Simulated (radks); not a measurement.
Valence configurations of N+ (all share [He]). All-electron calculation, scalar-relativistic Kohn-Sham, PBE, spin-polarised, spherical densities, point nucleus; open shells are filled with parallel spins first. Program: a radial shooting solver on a logarithmic mesh with Libxc functionals. Energies are relative to 2s2 2p2; eigenvalues in eV for spin up.

| valence | E (eV) | moment (Bohr magnetons) | e(2p) | e(2s) |
|---|---|---|---|---|
| 2s2 2p2 | 0.000 | 2 | -22.032 | -33.826 |
| 2s1.5 2p2.5 | 3.469 | 3 | -22.498 | -34.350 |
| 2s1 2p3 | 5.632 | 4 | -22.785 | -34.684 |
| 2s0.5 2p3.5 | 15.148 | 3 | -22.669 | -34.546 |
| 2p4 | 23.493 | 2 | -22.326 | - |

NIST lists [He] 2s2 2p2 as the ground configuration; this level of theory agrees among the configurations tried. The energies are those of spherical high-spin densities, not of single terms.
